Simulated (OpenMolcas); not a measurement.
**Mn⁵⁺: effect of the IPEA shift**

```json
{
  "Program": "OpenMolcas",
  "Basis": "ANO-RCC-VTZP [6s5p3d2f1g]",
  "Scalar Hamiltonian": "DKH2, point nucleus",
  "Active space": "2 electrons in 5 orbitals (3d)",
  "State averaging": "2S+1 = 3 even, 10 roots; 2S+1 = 1 even, 15 roots kept (CI in the orbitals of an earlier block)",
  "Spin-orbit coupling": "state interaction with AMFI integrals over the reference wave functions, term energies averaged over their components"
}
```

Methods on the same reference wave functions:
A. CASSCF
B. SS-CASPT2, IPEA 0 Eh, imaginary shift 0.1 Eh (closed shells correlated: 3s 3p)
C. SS-CASPT2, IPEA 0.25 Eh, imaginary shift 0.1 Eh (closed shells correlated: 3s 3p)

Energies in eV above 3d² ³F₂, the measured ground level; measured values from Corliss and Sugar, J. Phys. Chem. Ref. Data 6, 1253 (1977).

```json
{"Level": "3d² ³F₂", "A": "0.0000", "B": "0.0000", "C": "0.0000", "Measured": "0.0000"}
{"Level": "3d² ³F₃", "A": "0.0931", "B": "0.0940", "C": "0.0939", "Measured": "0.0925"}
{"Level": "3d² ³F₄", "A": "0.2114", "B": "0.2121", "C": "0.2121", "Measured": "0.2069"}
{"Level": "3d² ¹D₂", "A": "2.3371", "B": "1.896", "C": "1.904", "Measured": "1.9014"}
{"Level": "3d² ³P₀", "A": "2.7138", "B": "2.264", "C": "2.302", "Measured": "2.2047"}
{"Level": "3d² ³P₁", "A": "2.7472", "B": "2.298", "C": "2.335", "Measured": "2.2388"}
{"Level": "3d² ³P₂", "A": "2.8227", "B": "2.373", "C": "2.410", "Measured": "2.3096"}
{"Level": "3d² ¹G₄", "A": "3.5889", "B": "3.234", "C": "3.236", "Measured": "3.1630"}
{"Level": "3d² ¹S₀", "A": "8.7150", "B": "7.555", "C": "7.558", "Measured": ""}
```

Deviations, from unrounded energies. A percentage is the sum of absolute deviations over the sum of measured energies, with the sign that they share, or ± where signs differ.

```
                        Against measurement  Levels      A     B     C
             mean absolute deviation (cm-1)       7   2800   300   430
      fine structure of the ground term (%)       2   +1.7  +2.2  +2.2
other terms of the ground configuration (%)       5  +20.2  ±2.2  +3.1
```

B lies closest to measurement on these levels and A furthest from it. The largest miss of B in the table is 3d² ¹G₄, by +570 cm-1. The ranking rests on the paired levels alone, and a cruder setting can come out closer through cancelling errors.

Between B and C the level of the table that moves most is 3d² ³P₁, by 310 cm-1 (lowest in B, highest in C). Moves below CASPT2's spread within the term are not significant.

The mean deviations of B to C differ by less than CASPT2's widest spread within a term (880 cm-1), so their order carries little weight.

From A to B the spin-free energies of the other terms of 3d² shown, above ³F, scale by factors of 0.80 to 0.90, as is usual when dynamic correlation screens the repulsion within a d or f shell.

The lowest spin-free term lies below A's lowest term by 0.297 hartree in B, 0.293 hartree in C.

CASPT2 does not keep the components of a term degenerate, so their means are used; among the terms shown or strongly mixed into the levels shown the widest spread is 880 cm-1 (3d² ³F, B). Terms from blocks run as CI alone lack orbitals of their own. Without dynamic correlation excited terms often stand tens of per cent too high (terms of higher spin than the ground term too low), and those without a measured partner can miss by more than the paired ones (holds for A). Measured partners are found by configuration, term and J. A level has none where our copy of the source lacks it or the pairing is in doubt (some pairs that miss far off the trend of their configuration count as doubtful), and it then counts in no deviation. Levels of configurations outside the active space are missing.
